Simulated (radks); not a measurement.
The numbers below are computed, except where a source is named.
Question: Mean orbital radii <r> (bohr) of the zinc ion Zn+, [Ar] 3d10 4s1, of relativity; Dirac values are averaged over j with weights 2j + 1. Spin-unpolarised spherical Kohn-Sham, PBE, point nucleus unless stated (finite: rms radius 3.9283 fm), a radial shooting solver on a logarithmic mesh with Libxc functionals. A level marked "c x" has the speed of light scaled by that factor.

shell  non-rel.
1s      0.05111
2s       0.2298
2p       0.1997
3s       0.6919
3p       0.7184
3d       0.8916
4s        2.440

Give the values at the level "Dirac, c x 10".

Answer: 
shell  Dirac, c x 10  change of magnitude (%)
1s           0.05110                    -0.02
2s            0.2297                    -0.02
2p            0.1997                    -0.01
3s            0.6918                    -0.02
3p            0.7183                    -0.01
3d            0.8917                    +0.01
4s             2.440                    -0.02
